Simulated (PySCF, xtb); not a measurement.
C5FeO5, SMILES [O+]#[C-]->[Fe](<-[C-]#[O+])(<-[C-]#[O+])(<-[C-]#[O+])<-[C-]#[O+], multiplicity 1.

Harmonic wavenumbers (cm⁻¹) from xtb with GFN2-xTB at its own minimum, in rising order: 38, 38, 66, 66, 79, 87, 87, 320, 320, 338, 410, 410, 411, 465, 472, 493, 494, 529, 530, 674, 674, 678, 2067, 2078, 2078, 2084, 2166.

What does PBE0-D3(BJ)/def2-SVP (PySCF) give at its own minimum? (An estimate is asked for; the answer gives what the named calculation found.)

50, 51, 102, 102, 109, 109, 114, 385, 385, 386, 441, 460, 460, 468, 494, 510, 510, 587, 588, 652, 690, 690, 2146, 2146, 2170, 2171, 2249. Paired by order, the mean absolute difference is 41 cm⁻¹ and the zero-point energies are 25.9 and 27.5 kcal/mol.
